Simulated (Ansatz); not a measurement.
Z-matrix (Å, degrees):
```
C
Si 1 1.850
H 1 1.092 2 110.5
H 1 1.093 2 110.4 3 -120.1
H 1 1.093 2 110.2 3 119.9
F 2 1.600 1 108.4 3 -178.1
Cl 2 2.056 1 109.0 3 -62.3
Ge 2 2.379 1 115.7 3 59.9
H 8 1.538 2 110.5 1 59.7
H 8 1.537 2 109.4 1 -59.7
H 8 1.535 2 110.3 1 -179.7
```

Charge 0, multiplicity 1.

(1) List the r2SCAN/def2-TZVPP orbital energies in eV (Ansatz). (Estimate.)

## Answers

(1) The calculation gave: Occupied: -10834.19, -2753.41, -1792.84, -1349.34, -1199.38, -1199.38, -1199.38, -666.28, -273.15, -254.81, -193.34, -193.22, -193.21, -167.49, -143.07, -117.18, -117.18, -117.17, -98.00, -97.95, -97.87, -31.40, -30.48, -30.48, -30.44, -30.40, -30.40, -21.61, -18.75, -14.82, -13.46, -11.64, -11.33, -11.16, -10.71, -10.55, -9.30, -8.97, -8.83, -8.62, -8.39, -7.20. Lowest empty: -0.57, -0.39, 0.30, 0.70, 1.33, 1.61, 1.89, 2.43.
